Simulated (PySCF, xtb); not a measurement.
SiHI, SMILES [SiH]I (connectivity only; charge and spin as stated), neutral, multiplicity 1.

Harmonic wavenumbers (cm⁻¹) from GFN2-xTB run with xtb 6.7.1 at its own minimum, in rising order: 367, 731, 2090.

What does PySCF with PBE0-D3(BJ)/def2-TZVP give at its own minimum? (An estimate is asked for; the answer gives what the named calculation found.)

353, 733, 2039. Paired by order, the mean absolute difference is 22 cm⁻¹ and the zero-point energies are 4.6 and 4.5 kcal/mol.
